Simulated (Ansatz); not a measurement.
Start from `N[SiH](F)/N=C/F` and change one atom or group to get `F/C=N/[SiH](F)Cl`.

Ansatz, PBE0-D4/def2-TZVP geometries, multiplicity 1. Each molecule was computed in one conformer, which needn't be the lowest.

```tsv
property	`N[SiH](F)/N=C/F`
ideal-gas entropy at 298 K and 1 bar (rigid rotor, harmonic PBE0-D4/def2-TZVP) / J/(mol·K)	368
zero-point energy (PBE0-D4/def2-TZVP) / kJ/mol	162.2
HOMO energy (ωB97M-V/def2-TZVPP) / eV	-10.35
HOMO energy (PBE0/def2-TZVPP) / eV	-7.96
HOMO energy (PBE/def2-TZVPP) / eV	-6.46
HOMO–LUMO gap (PBE/def2-TZVPP) / eV	4.63
```

**Question.** What does the change do to each property? (An estimate is asked.)

**Answer.** Computed: 
```csv
property,`F/C=N/[SiH](F)Cl`,shift
"ideal-gas entropy at 298 K and 1 bar (rigid rotor, harmonic PBE0-D4/def2-TZVP) / J/(mol·K)",358,-10
zero-point energy (PBE0-D4/def2-TZVP) / kJ/mol,99.4,-62.8
HOMO energy (ωB97M-V/def2-TZVPP) / eV,-11.26,-0.91
HOMO energy (PBE0/def2-TZVPP) / eV,-8.89,-0.93
HOMO energy (PBE/def2-TZVPP) / eV,-7.37,-0.91
HOMO–LUMO gap (PBE/def2-TZVPP) / eV,5.06,0.43
```

With PBE0 the HOMO falls by 0.93 eV and the LUMO falls by 0.49 eV, so the gap widens by about 0.44 eV. PBE moves the HOMO by -0.91 eV and ωB97M-V by -0.91 eV. The zero-point energy changes by -62.8 kJ/mol with -6 modes.

Positive LUMOs are unbound, so they and the gaps depend on the basis.
